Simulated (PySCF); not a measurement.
Record of a relaxation.

Compound: Cu(AsH3)(N(SiH3)2) (singlet state).
Bonds: Cu1–As2, Cu1–N6, N6–Si7, N6–Si8. Hydrogens: H3, H4, H5 on As2; H9, H10, H11 on Si7; H12, H13, H14 on Si8.

Method: PBE0-D3(BJ)/def2-SVP geometry optimisation, gas phase in PySCF; density fitting, grid level 1; the optimiser is geomeTRIC in internal coordinates, started from a GFN2-xTB structure with every atom displaced at random (about 0.03 Å). The frame can shift and turn from step to step; on so coarse a grid that alone can change the energy by a few meV, and forces under 0.02 eV/Å are noise.

Step 0: E = -122832.2327 eV, largest atomic force 3.393 eV/Å
```
atom  x, y, z in Å  |  force x, y, z in eV/Å
Cu1     0.037   -0.091    0.993   -0.171   0.217  -0.686
As2    -0.041   -0.049    3.264    1.647   0.034  -2.011
H3      0.438   -1.169    4.059    0.637  -1.137   0.429
H4     -1.147    0.092    4.096   -2.856   0.354   1.367
H5      0.696    0.955    4.050    0.675   0.679   0.147
N6     -0.010    0.022   -0.892    0.430  -0.707   0.550
Si7     0.055    1.484   -1.760   -1.760   0.211   1.579
Si8     0.039   -1.441   -1.804   -2.538   0.825   2.095
H9      1.207    1.626   -2.563    1.475   0.279  -1.212
H10     0.044    2.569   -0.729    0.069   0.371  -0.104
H11    -1.191    1.648   -2.582    0.092   0.169  -0.264
H12    -1.173   -1.571   -2.634   -0.364  -0.079  -0.565
H13    -0.109   -2.531   -0.836    0.254  -0.781   0.354
H14     1.137   -1.588   -2.616    2.410  -0.433  -1.680
```

Step 1: E = -122832.9344 eV, largest atomic force 0.713 eV/Å
```
atom  x, y, z in Å  |  force x, y, z in eV/Å
Cu1     0.016   -0.092    0.965   -0.151   0.101  -0.175
As2    -0.028   -0.025    3.232    0.077  -0.049   0.576
H3      0.504   -1.203    4.032   -0.029   0.070  -0.156
H4     -1.285    0.155    4.070    0.064  -0.022  -0.276
H5      0.776    1.030    3.969   -0.020  -0.044  -0.159
N6     -0.040   -0.023   -0.886    0.202  -0.200  -0.165
Si7     0.028    1.514   -1.669   -0.269  -0.067   0.304
Si8    -0.004   -1.503   -1.788   -0.519   0.256   0.418
H9      1.241    1.698   -2.526    0.085   0.038  -0.097
H10     0.039    2.617   -0.643    0.041  -0.032  -0.037
H11    -1.178    1.766   -2.536    0.081   0.026  -0.051
H12    -1.203   -1.663   -2.687    0.087   0.030  -0.062
H13    -0.090   -2.668   -0.840    0.166  -0.013  -0.033
H14     1.204   -1.648   -2.649    0.186  -0.094  -0.088
```

Step 2: E = -122832.9664 eV, largest atomic force 0.232 eV/Å
```
atom  x, y, z in Å  |  force x, y, z in eV/Å
Cu1    -0.001   -0.083    0.950   -0.103   0.053   0.026
As2    -0.019   -0.018    3.217    0.042  -0.038   0.224
H3      0.512   -1.199    4.000   -0.013   0.019  -0.048
H4     -1.292    0.168    4.016    0.039  -0.010  -0.122
H5      0.790    1.044    3.926   -0.005  -0.002  -0.046
N6     -0.052   -0.034   -0.890    0.080  -0.027  -0.197
Si7     0.017    1.516   -1.641   -0.037  -0.043   0.067
Si8    -0.021   -1.515   -1.774   -0.124   0.060   0.131
H9      1.241    1.718   -2.493   -0.013   0.008   0.000
H10     0.036    2.599   -0.597    0.011  -0.010   0.009
H11    -1.167    1.803   -2.523    0.016   0.001  -0.017
H12    -1.200   -1.687   -2.697    0.037   0.022  -0.009
H13    -0.072   -2.681   -0.825    0.056   0.007  -0.016
H14     1.208   -1.674   -2.625    0.013  -0.041  -0.003
```

Step 3: E = -122832.9739 eV, largest atomic force 0.110 eV/Å
```
atom  x, y, z in Å  |  force x, y, z in eV/Å
Cu1    -0.017   -0.069    0.942   -0.049   0.018   0.045
As2    -0.009   -0.016    3.209    0.038  -0.020  -0.001
H3      0.518   -1.203    3.978   -0.004   0.004   0.007
H4     -1.294    0.169    3.979   -0.002   0.001  -0.005
H5      0.799    1.052    3.907   -0.006  -0.001   0.009
N6     -0.055   -0.036   -0.900    0.034   0.034  -0.099
Si7     0.012    1.521   -1.632    0.028  -0.006  -0.014
Si8    -0.029   -1.523   -1.763    0.042  -0.030   0.001
H9      1.241    1.739   -2.476   -0.023  -0.002   0.020
H10     0.029    2.587   -0.572   -0.005   0.001   0.009
H11    -1.160    1.822   -2.525   -0.008  -0.003   0.003
H12    -1.196   -1.700   -2.695   -0.005   0.002   0.003
H13    -0.065   -2.679   -0.802   -0.007   0.003   0.004
H14     1.207   -1.707   -2.606   -0.034   0.000   0.019
```

Step 4: E = -122832.9753 eV, largest atomic force 0.060 eV/Å
```
atom  x, y, z in Å  |  force x, y, z in eV/Å
Cu1    -0.022   -0.057    0.938   -0.024   0.007   0.016
As2    -0.004   -0.018    3.206    0.021  -0.011  -0.040
H3      0.521   -1.210    3.969    0.000   0.000   0.012
H4     -1.293    0.162    3.971   -0.008   0.002   0.017
H5      0.801    1.046    3.910   -0.002   0.000   0.015
N6     -0.053   -0.030   -0.907    0.032   0.027  -0.043
Si7     0.012    1.526   -1.639    0.011   0.002  -0.008
Si8    -0.029   -1.525   -1.754    0.033  -0.029  -0.006
H9      1.242    1.750   -2.478   -0.009  -0.002   0.011
H10     0.022    2.591   -0.576   -0.005   0.002   0.002
H11    -1.159    1.824   -2.534   -0.006  -0.002   0.004
H12    -1.195   -1.706   -2.687   -0.008  -0.004   0.004
H13    -0.069   -2.671   -0.782   -0.014   0.000   0.005
H14     1.206   -1.726   -2.593   -0.021   0.007   0.012
```

Step 5: E = -122832.9764 eV, largest atomic force 0.040 eV/Å
```
atom  x, y, z in Å  |  force x, y, z in eV/Å
Cu1    -0.027   -0.037    0.932    0.005  -0.003  -0.014
As2     0.002   -0.025    3.201   -0.008   0.002  -0.039
H3      0.524   -1.226    3.951    0.004  -0.004   0.005
H4     -1.289    0.144    3.965   -0.005   0.001   0.021
H5      0.803    1.031    3.922    0.002   0.000   0.010
N6     -0.046   -0.015   -0.916    0.028   0.010   0.010
Si7     0.013    1.536   -1.655   -0.018   0.007   0.009
Si8    -0.028   -1.525   -1.737   -0.007  -0.010   0.003
H9      1.243    1.766   -2.490    0.009  -0.001  -0.004
H10     0.012    2.604   -0.596   -0.002   0.001  -0.005
H11    -1.158    1.822   -2.555    0.000   0.000   0.001
H12    -1.195   -1.716   -2.667   -0.004  -0.007   0.003
H13    -0.077   -2.651   -0.743   -0.009  -0.002   0.003
H14     1.204   -1.750   -2.570    0.006   0.006  -0.002
```

Step 6: E = -122832.9768 eV, largest atomic force 0.027 eV/Å
```
atom  x, y, z in Å  |  force x, y, z in eV/Å
Cu1    -0.027   -0.025    0.929    0.013  -0.004  -0.015
As2     0.004   -0.031    3.198   -0.018   0.006  -0.016
H3      0.527   -1.239    3.937    0.004  -0.004  -0.003
H4     -1.286    0.130    3.966    0.001  -0.001   0.012
H5      0.804    1.017    3.931    0.003   0.000   0.002
N6     -0.040   -0.004   -0.919    0.021   0.001   0.017
Si7     0.014    1.542   -1.668   -0.022   0.005   0.011
Si8    -0.028   -1.523   -1.724   -0.022   0.001   0.007
H9      1.243    1.772   -2.503    0.009   0.000  -0.007
H10     0.006    2.618   -0.616    0.000   0.000  -0.005
H11    -1.159    1.819   -2.569    0.002   0.000  -0.001
H12    -1.197   -1.723   -2.649    0.000  -0.004   0.001
H13    -0.082   -2.637   -0.715   -0.002  -0.002   0.001
H14     1.203   -1.762   -2.554    0.012   0.001  -0.006
```

Step 7: E = -122832.9771 eV, largest atomic force 0.021 eV/Å
```
atom  x, y, z in Å  |  force x, y, z in eV/Å
Cu1    -0.024   -0.013    0.927    0.010  -0.001  -0.005
As2     0.004   -0.037    3.196   -0.017   0.005   0.008
H3      0.529   -1.251    3.922    0.002  -0.003  -0.007
H4     -1.284    0.116    3.970    0.005  -0.001   0.000
H5      0.805    1.004    3.940    0.002   0.000  -0.004
N6     -0.034    0.007   -0.921    0.011  -0.004   0.010
Si7     0.013    1.548   -1.680   -0.012   0.002   0.005
Si8    -0.028   -1.519   -1.711   -0.019   0.006   0.005
H9      1.242    1.776   -2.517    0.003   0.001  -0.004
H10     0.003    2.632   -0.637    0.001  -0.001  -0.001
H11    -1.161    1.813   -2.582    0.002  -0.001  -0.002
H12    -1.201   -1.727   -2.630    0.001   0.000   0.000
H13    -0.084   -2.623   -0.691    0.004  -0.001  -0.001
H14     1.200   -1.769   -2.542    0.007  -0.002  -0.005
```

**Question.** Summarise the path.

**Answer.** The energy falls by 0.7444 eV from step 0 to step 7; nine tenths of that is first reached at step 1. It falls at every step. The largest force goes from 3.393 to 0.021 eV/Å. Among the bonds Si8–H14 changes most, from 1.373 to 1.504 Å; the atoms move by 0.150 Å rms after alignment.

**Question.** Follow the three bonds and two angles with the largest change from start to end.

**Answer.** 
```
step  E above end (eV)  largest force (eV/Å)  Si8–H14 (Å)  As2–H4 (Å)  Si7–H9 (Å)  Si7–N6–Si8 (°)  Cu1–As2–H4 (°)
   0            0.7444                 3.393        1.373       1.391       1.412           117.3           128.8
   1            0.0426                 0.713        1.491       1.522       1.497           121.6           124.7
   2            0.0107                 0.232        1.503       1.515       1.505           123.2           122.5
   3            0.0032                 0.110        1.507       1.510       1.507           124.6           120.7
   4            0.0018                 0.060        1.506       1.509       1.506           125.2           120.1
   5            0.0007                 0.040        1.505       1.509       1.504           125.9           119.7
   6            0.0002                 0.027        1.504       1.510       1.504           126.2           119.8
   7            0.0000                 0.021        1.504       1.510       1.504           126.4           120.1
```

What follows is the cost of the whole optimisation. Time: 1.7 min of wall time; peak memory 0.70 GiB. Hardware: an Arm Neoverse V2 with one thread, shared host with 96 logical CPUs at a one-minute load of 24.
